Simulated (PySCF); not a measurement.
**Dipole moment and polarisability of `C#CC(=O)NCC(F)(F)F`**

Species: C5H4F3NO.
Geometry (GFN2-xTB, Å), atoms numbered from 1 in this order:
```
atom  x, y, z in Å
C1     3.372    0.754   -0.584
C2     2.209    0.467   -0.645
C3     0.828    0.073   -0.803
O4     0.398   -0.528   -1.758
N5     0.047    0.483    0.243
C6    -1.344    0.136    0.307
C7    -1.628   -0.777    1.498
F8    -0.939   -1.919    1.452
F9    -1.301   -0.178    2.658
F10   -2.925   -1.096    1.580
H11    4.387    1.015   -0.517
H12    0.467    0.946    1.034
H13   -1.591   -0.400   -0.616
H14   -1.981    1.023    0.409
```

Level: CAM-B3LYP/def2-SVPD (PySCF), static field, nuclei fixed, core orbitals frozen in the response. The polarisability tensor in these axes (au):

```
x   93.78  8.42 -7.17
y    8.42 56.70  3.57
z   -7.17  3.57 65.99
```

Q: Diagonalise the tensor; give its mean and Δα, where Δα² is half the sum of the squared differences of the eigenvalues.

A: Principal values 52.83, 66.74 and 96.89 au; mean 72.16 au = 10.69 Å³ = 11.90 × 10⁻⁴⁰ C²·m²/J; Δα = 39.01 au (54 % of the mean).

Q: What is the dipole moment, and where does it point?

A: (1.35, 3.00, 1.38) D, 3.57 D in size, pointing from the negative to the positive side. Measured along this direction, the outermost atoms are F10 and F8 at the negative end and H11 at the positive end.

Q: What would n − 1 = 2πNα be for an ideal gas of these molecules at 400 K and 1 atm, electronic part alone?

A: N = p/kT = 1.8347 × 10¹⁹ cm⁻³, so n − 1 = 2π × N × 10.69 × 10⁻²⁴ cm³ = 1233 × 10⁻⁶ at long wavelengths, for an ideal gas.

Q: Estimate the molar refractivity from the static electronic polarisability.

A: Lorentz–Lorenz: R = (4π/3)N_A α = 2.5225 cm³/(mol·Å³) × 10.69 Å³ = 27.0 cm³/mol, in the limit of long wavelengths.

Q: Find the Langevin capture rate constant for NH4+ (18.034 u) meeting this molecule (151.024 u), k = 2.342 × 10⁻⁹ cm³/s × √(α in Å³ / reduced mass in u).

A: The reduced mass is 16.11 u, so k = 1.91 × 10⁻⁹ cm³/s. The formula leaves out the permanent dipole, which adds to the capture rate.

Q: Directions of the eigenvectors, and the extent of the frame along each?

A: Largest value along (0.96, 0.18, -0.20), where the nuclei span 7.85 Å; middle along (0.11, 0.41, 0.90), 3.95 Å; least along (-0.25, 0.89, -0.38), 3.28 Å. The response follows the extents in order.

Q: In a dilute gas of rigid molecules at 500 K, how does the orientational term μ²/3kT compare with the electronic polarisability?

A: In Gaussian units μ²/3kT = 61.50 Å³ against 10.69 Å³, a ratio of 5.75; the Debye molar polarisation (4π/3)N_A(α + μ²/3kT) is 182.1 cm³/mol, leaving out the vibrational part.

Isolated species at its GFN2-xTB geometry (one conformer only).
